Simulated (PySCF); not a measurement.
C₃H₈BNO, SMILES CNB1COC1.

Geometry optimised at PBE0-D3(BJ)/def2-SVP. The structure was generated by enumeration, and PubChem lists no compound with its InChIKey, so it may never have been made. The values are those of a single conformer.

Method: r2SCAN/def2-TZVP (PySCF).

Computed frontier levels, gap, dipole moment and polarisability:
```
Property                                                                                                       Result
---------------------------------------------------------------------------------------------  ----------------------
highest occupied level                                                                                       -5.55 eV
lowest empty level                                                                                           -0.03 eV
orbital gap                                                                                                   5.52 eV
dipole moment                                                                                                  3.75 D
quadrupole, principal values (traceless, Buckingham form, about the centre of nuclear charge)  -4.13, -0.55, 4.68 D·Å
mean static polarisability                                                                       61.9 bohr³ (9.17 Å³)
polarisability, principal values                                                               49.7, 61.8, 74.1 bohr³
```
